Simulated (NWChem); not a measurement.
System: HfNHClF; SMILES [NH]=[Hf]([F])[Cl]

Input file for NWChem:

```
start job
memory heap 200 mb stack 900 mb global 1100 mb
geometry units angstroms noautoz
  Hf     0.136721    -0.247249     0.176541
  N     -1.161939    -1.357206    -0.418995
  H     -1.817631    -1.958340    -0.906573
  F      1.875861    -0.874613    -0.371171
  Cl    -0.350531     2.040544    -0.285094
end
basis spherical
  * library def2-svp
end
ecp
  Hf library def2-ecp
end
dft
  xc b3lyp
  iterations 150
  mulliken
end
task dft energy
```

All runs use the structure optimised with PBE0/def2-SVP. def2 effective core potentials on Hf; no spin-orbit coupling.

Question: Predict the main results of this run. (B3LYP/def2-SVP with def2 effective core potentials on Hf.) Quantities: energy (Ha); highest occupied level (eV); orbital gap (eV); dipole (D).

Answer: 
| Quantity | Value |
|---|---|
| energy (Ha) | -663.32 |
| highest occupied level (eV) | -6.87 |
| orbital gap (eV) | 3.51 |
| dipole (D) | 3.60 |
